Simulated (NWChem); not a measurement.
Molecule: NH3SeS; SMILES S[Se]N

```xyz
6

Se     0.4351    -0.4542    -0.0077
N     -1.1966    -1.3596    -0.0130
H     -1.2840    -1.9421     0.8149
H     -1.2925    -1.9184    -0.8562
S     -0.2169     1.6838    -0.0552
H     -0.3709     1.8810     1.2758
```
Atoms are numbered in this order, from 1.

Coordinates come from a B3LYP/6-31G* (spherical d) optimisation.

Q: List the 6 lowest vertical singlet excitations from PBE/def2-SVPD, full TDDFT (NWChem).

A: 
```csv
state,energy (eV),oscillator strength,leading excitation (squared amplitude)
S1,3.85,0.005,HOMO → LUMO (0.98)
S2,4.40,0.004,HOMO−1 → LUMO (0.99)
S3,4.60,0.001,HOMO → LUMO+1 (0.93)
S4,4.74,0.018,HOMO−2 → LUMO (0.72)
S5,5.22,0.011,HOMO → LUMO+2 (0.73)
S6,5.33,0.081,HOMO−1 → LUMO+1 (0.37)
```
